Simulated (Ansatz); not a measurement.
Species: C5H11O, charge 0, multiplicity 2. It need not be the lowest isomer of its formula. 
Geometry from a B3LYP-D3(BJ)/def2-TZVP (Ansatz, a quantum-chemistry and plane-wave program) optimisation:
```xyz
17

C     -2.7130    -0.1412    -0.3422
C     -1.3211     0.3237     0.0727
C     -0.2113    -0.6270    -0.4207
C      1.1618    -0.2313    -0.0062
C      1.8635     0.9337    -0.6127
O      1.3971    -0.4724     1.3348
H     -2.9316    -1.1321     0.0632
H     -3.4862     0.5422     0.0143
H     -2.7998    -0.2038    -1.4300
H     -1.2592     0.3970     1.1611
H     -1.1361     1.3282    -0.3196
H     -0.2496    -0.6832    -1.5127
H     -0.4190    -1.6331    -0.0424
H      1.5082     1.8960    -0.2087
H      1.7104     0.9557    -1.6922
H      2.9433     0.8911    -0.4333
H      2.2634    -0.1264     1.5762
```
Charge 0, spin multiplicity 2.

Basis-set convergence of Hartree-Fock and MP2 correlation energies (hartree) with Ansatz. Valence correlation only, unless marked. UHF or UKS for open shells. Spin-orbit coupling is left out. No relativistic terms.

```csv
basis,functions,E(HF),"E(corr, MP2)"
cc-pVDZ,139,-270.58734,-0.88059
cc-pVTZ,334,?,?
```

### Question
Some entries are withheld; supply them.

### Answer

- cc-pVTZ, E(HF): -270.66695
- cc-pVTZ, E(corr, MP2): -1.08952
